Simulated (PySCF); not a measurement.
Te (tellurium, neutral) across methods

[Kr] 4d10 5s2 5p4, high-spin 3P determinant. Computed with PySCF 2.14 in aug-cc-pwCVTZ-DK3 (10s9p7d4f1g, 109 functions), with the spin-free X2C one-electron Hamiltonian (Gaussian nucleus). The B2PLYP total includes its PT2 part (frozen core); its orbital energies are those of the SCF part.

| method | E (hartree) | mean ε 5s β (eV) | mean ε 5p α (eV) | mean ε 5p β (eV) | Σ⟨r²⟩ (bohr²) | ⟨S²⟩ |
| --- | --- | --- | --- | --- | --- | --- |
| B2PLYP | -6792.79 | -16.621 | -8.509 | -7.109 | 62.05 | 2.006 |
| LDA | -6787.14 | -14.668 | -6.565 | -5.417 | 61.80 | 2.002 |
| r2SCAN | -6793.50 | -14.335 | -6.854 | -5.513 | 61.57 | 2.007 |
| PBE | -6793.07 | -14.276 | -6.482 | -5.281 | 61.96 | 2.003 |
| BLYP | -6793.73 | -14.303 | -6.216 | -5.185 | 62.31 | 2.002 |
| UHF | -6790.62796 | -18.118 | -10.336 | -8.505 | 62.29 | 2.013 |
| HSE06 | -6793.07 | -15.177 | -7.195 | -5.919 | 61.77 | 2.004 |
| PBE0 | -6793.15 | -15.516 | -7.624 | -6.299 | 61.65 | 2.005 |
